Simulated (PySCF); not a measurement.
## Structure elucidation problem

An unknown has the formula C$_{7}$H$_{9}$FSi. Its calculated NMR data are:

¹H NMR (400 MHz, computed): δ 7.34 (m, 1H), 6.96 (d, 1H), 6.92 (m, 1H), 6.90 (m, 1H), 3.95 (t, 3H), 2.19 (q, 2H).

¹³C{¹H} NMR (computed): δ 170.7 (C), 148.0 (C), 135.8 (CH), 127.8 (CH), 119.8 (CH), 117.1 (CH), 19.8 (CH2).

Level of theory: PBE0/pcSseg-1 with gauge-including orbitals, structure optimised with PBE0-D3(BJ)/def2-SVP, in PySCF 2.14 (non-relativistic, isolated molecule, one computed conformer, averaged over atoms made equivalent by symmetry, fast rotation or ring inversion).

δ = σ(ref) − σ, references computed at the same level: ¹H (σ = 31.27 ppm) and ¹³C (σ = 184.41 ppm) against TMS.

Q: What is the structure?

A: 
- Rings plus π bonds: 4 (1 ring in the answer).
- 7 carbon signals for 7 carbons: no two carbons are equivalent.
- Carbon types of the structure: 2 × C, 4 × CH, 1 × CH2, leaving 3 H on heteroatoms.
- δC 170.7: aromatic carbon bearing fluorine; σ withdrawal by the attached heteroatom moves it downfield of the ring CH carbons.
- δC 148.0: substituted aromatic carbon.
- δC 135.8, 127.8, 119.8, 117.1: aromatic CH.
- δC 19.8: sp3 CH2 bonded to Si, on an aromatic ring.
- δH 7.34, 6.96, 6.92, 6.90: hydrogen on an aromatic CH; the ring current deshields protons in the ring plane.
- δH 3.95: hydrogen on a silicon bonded to C.
- δH 2.19: hydrogen on an sp3 CH2 bonded to Si, on an aromatic ring; benzylic-type position, deshielded by the ring.

The compound is `Fc1cccc(C[SiH3])c1`.

The shifts were computed for this structure.

Splittings by ¹⁹F in the carbon and heteronuclear signals aren't shown, as no couplings were computed. Shifts are as computed. Against solution values, carbons near 30 ppm lie about +2 ppm off and those near 130 ppm about +5 ppm. Of 1211 compounds with measured shifts, 218 miss one by over three times the rms of a fit or turn the order of signals round; such compounds aren't used in these exercises. No couplings were computed; multiplicities are counted from neighbouring protons, with m where these are inequivalent, close in shift, in a saturated or five-membered ring or joined by F or P, and br s for small geminal =CH2 splittings.
